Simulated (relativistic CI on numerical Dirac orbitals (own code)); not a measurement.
# Sensitivity of the levels of Xe30+ to α and to the nuclear radius

Computed by Dirac-Coulomb-Breit CI, KLI orbitals optimised for each configuration, derivatives by finite differences, unscaled Slater integrals, QED left out (own radial code, finite nucleus).

Configuration list (outside the closed core [Ne]): 3s²3p⁶3d⁶, 3s²3p⁵3d⁷, 3s²3p⁴3d⁸, 3s3p⁶3d⁷, 3p⁶3d⁸, 3s3p⁵3d⁸, 3s²3p⁶3d⁵4s, 3s²3p⁶3d⁵4p. Levels of other configurations are missing.

With x = (α/α₀)² − 1 an excitation energy changes as ω = ω₀ + qx; K = 2q/ω₀ is the relative enhancement. Terms are leading LS components, so labels can repeat. The field-shift factor is F = δν/δ⟨r²⟩ for the transition from the lowest level.

Lowest level 3s²3p⁶3d⁶ ⁵D4.

```
        Level  ω₀ (cm⁻¹)  q (cm⁻¹)       K  F (GHz/fm²)
3s²3p⁶3d⁶ ³P2      37295     818.5  0.0439      -0.0849
3s²3p⁶3d⁶ ⁵D3      81379    107500    2.64        0.995
3s²3p⁶3d⁶ ⁵D0      86655     51410    1.19        0.534
3s²3p⁶3d⁶ ⁵D1     102673    112100    2.18         1.02
3s²3p⁶3d⁶ ⁵D4     117785     69880    1.19        0.781
3s²3p⁶3d⁶ ³G5     154638     85380     1.1        0.985
3s²3p⁶3d⁶ ³H6     155338     86290    1.11         1.03
3s²3p⁶3d⁶ ³F2     179125    103400    1.15        0.935
3s²3p⁶3d⁶ ³F3     183223    101900    1.11         1.07
3s²3p⁶3d⁶ ⁵D2     198618    179700    1.81         1.61
3s²3p⁶3d⁶ ¹S0     233638    178400    1.53         1.83
3s²3p⁶3d⁶ ³G4     235145    141000     1.2         1.55
3s²3p⁶3d⁶ ³D1     242238    125400    1.04         1.33
```

At this charge energies of transitions that change n are usually good to better than 1 %, and those within a shell (Δn = 0) to a few per cent. Terms inside the open d or f shell come out 10 to 20 % too wide with unscaled integrals.
